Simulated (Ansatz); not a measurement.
Cartesian coordinates in Å:
```
B -1.056 0.444 -2.863
C -0.540 1.224 -1.665
C -0.182 0.674 -0.487
O -0.216 -0.631 -0.231
Si 0.004 -1.377 1.253
Ga 1.534 -0.219 2.734
H -1.347 1.018 -3.873
H -1.181 -0.745 -2.815
H -0.428 2.304 -1.694
H 0.180 1.293 0.339
H -1.331 -1.523 1.900
H 0.495 -2.737 0.914
H 1.920 -0.912 4.089
H 2.149 1.187 2.399
```

Total charge 0; spin multiplicity 1.

**Question.** List the PBE0/def2-TZVPP orbital energies in eV (Ansatz 0.2.0). (Best estimate.)

**Answer.** Computed: Occupied: -10147.66, -1803.52, -1253.55, -1109.74, -1109.63, -1109.62, -523.80, -280.54, -277.46, -183.85, -151.77, -145.78, -104.81, -104.49, -104.47, -100.48, -100.41, -100.41, -29.93, -23.87, -23.74, -23.72, -23.57, -23.53, -21.35, -17.34, -16.01, -13.86, -13.54, -12.62, -12.27, -12.00, -10.53, -9.95, -9.19, -8.97, -8.71, -7.94, -7.29. Lowest empty: -2.54, -1.65, -0.53, 0.38, 1.25, 1.40, 1.72, 1.93.
